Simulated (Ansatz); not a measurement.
Ge(SH)H3 (GeH4S). The state is a singlet with charge 0. Geometry r2SCAN-D4/def2-TZVP, basis def2-TZVP, Ansatz.

| run | HOMO (eV) | LUMO (eV) |
| --- | --- | --- |
| A | -6.82 | -0.28 |
| B | -10.17 | 3.22 |
| C | -7.50 | 0.18 |
| D | -6.08 | -0.91 |
| E | -7.32 | 0.00 |
| F | -6.36 | -0.60 |

**Question.** The runs used HF, PBE, PBE0, r2SCAN, r2SCAN0, r2SCANh. Estimate which is which.

**Answer.** A r2SCANh (10 % exact exchange); B HF (100 % exact exchange); C r2SCAN0 (25 % exact exchange); D PBE (0 % exact exchange); E PBE0 (25 % exact exchange); F r2SCAN (0 % exact exchange). Exact exchange lowers occupied and raises empty levels; among semilocal functionals meta-GGAs tend to open the gap a little, and such runs are hard to tell apart. The gap grows from 5.17 eV (PBE) to 13.39 eV (HF).
